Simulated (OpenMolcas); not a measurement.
Re2+: effect of the IPEA shift

```json
{"Program": "OpenMolcas 26.06", "Basis": "ANO-RCC-VTZP [8s7p5d3f2g1h]", "Scalar Hamiltonian": "DKH2, point nucleus", "Active space": "5 electrons in 5 orbitals (5d)", "State averaging": "2S+1 = 6 even, 1 root; 2S+1 = 4 even, 24 roots kept (CI in the orbitals of an earlier block); 2S+1 = 2 even, 75 roots kept (CI in the orbitals of an earlier block)", "Spin-orbit coupling": "RASSI with atomic mean-field integrals over the reference wave functions, term energies averaged over their components"}
```

Methods on the same reference wave functions:
A. CASSCF
B. MS-CASPT2, IPEA 0 Eh, imaginary shift 0.1 Eh (closed shells correlated: 5s 5p)
C. MS-CASPT2, IPEA 0.25 Eh, imaginary shift 0.1 Eh (closed shells correlated: 5s 5p)

Energies in cm⁻¹ above 5d⁵ ⁶S_5/2, the measured ground level; measured values from the list in Brasseur, Gamrath and Quinet, At. Data Nucl. Data Tables 157, 101636 (2024).

```csv
Level,A,B,C,Measured
5d⁵ ⁶S_5/2,0.0,0.0,0.0,0.0
5d⁵ ⁴G_7/2 [68 %],22846,18960,19400,16890
5d⁵ ⁴G_11/2,23306,19950,20240,18020
5d⁵ ⁴G_9/2,23806,20420,20710,18346
5d⁵ ⁴P_1/2 [61 %],26466,20940,21760,
5d⁵ ⁴D_7/2 [73 %],28744,23280,23750,20453
5d⁵ ⁴D_1/2 [64 %],31479,25760,26450,
5d⁵ ²I_11/2,32793,29100,29390,26170
5d⁵ ²I_13/2,34931,31500,31720,28588
5d⁵ ²H_11/2 [74 %],46352,41430,42010,
5d⁵ ²S_1/2,50984,39900,42520,
5d⁵ ²D_3/2(2),56461,45830,47690,
5d⁵ ²D_5/2(2) [71 %],58834,48560,50370,
5d⁵ ²G_9/2(2),62324,52290,53700,
5d⁵ ²G_7/2(2),63381,53420,54850,
5d⁵ ²P_3/2,73807,59230,61280,
5d⁵ ²P_1/2,75974,61470,63640,
5d⁵ ²D_5/2(3),81901,67860,69190,
5d⁵ ²D_3/2(3),83440,69330,70760,
```

Deviations, from unrounded energies. A percentage is the sum of absolute deviations over the sum of measured energies, with the sign that they share, or ± where signs differ.

| Against measurement | Levels | A | B | C |
| --- | --- | --- | --- | --- |
| mean absolute deviation (cm-1) | 6 | 6300 | 2500 | 2800 |
| other terms of the ground configuration (%) | 6 | +29.5 | +11.5 | +13.0 |

B lies closest to measurement on these levels and A furthest from it. The largest miss of B in the table is 5d⁵ ²I_11/2, by +2900 cm-1. The ranking rests on the paired levels alone, and a cruder setting can come out closer through cancelling errors.

Between B and C the level of the table that moves most is 5d⁵ ²S_1/2, by 2600 cm-1 (lowest in B, highest in C). Moves below CASPT2's spread within the term are not significant.

From A to B the spin-free energies of the other terms of 5d⁵ shown, above ⁶S, scale by factors of 0.76 to 0.88, as is usual when dynamic correlation screens the repulsion within a d or f shell.

The lowest spin-free term lies below A's lowest term by 0.318 hartree in B, 0.307 hartree in C.

CASPT2 breaks the degeneracy within a term, and the mean is taken; among the terms shown or strongly mixed into the levels shown the widest spread is 660 cm-1 (5d⁵ ²F(2), C). Over all roots computed the reference weight is 0.89 to 0.94 in B; the roots of lowest weight are the least certain, and an intruder state may touch them. Configurations with an s electron lie low in 5d ions of this charge, fall among these levels and mix in, so low-spin terms can stand far too high, up to twice their true height, and weights are not those of the real levels. Terms from blocks run as CI alone lack orbitals of their own. Without dynamic correlation excited terms often stand tens of per cent too high (terms of higher spin than the ground term too low), and those without a measured partner can miss by more than the paired ones (holds for A). Some levels mix across a computed gap that differs much from the measured one, so their mixing is not that of the real levels (holds for A). Blocks of more than 70 roots (2S+1 = 2 even) ran without multistate coupling (holds for B; C). Some terms miss by over 15 % even with CASPT2, which points to a basis or an active space too small for the shells correlated (holds for C). Measured partners are found by configuration, term and J. A level has none where our copy of the source lacks it or the pairing is in doubt (some pairs that miss far off the trend of their configuration count as doubtful), and it then counts in no deviation. Levels of configurations outside the active space are missing. Levels that lie high or do not pair safely by name in every column are left out.

A share in square brackets marks a mixed level and gives the weight of the term that names it, the lowest over the columns. A number in round brackets counts repeated terms of one configuration in the order of the reference energies.
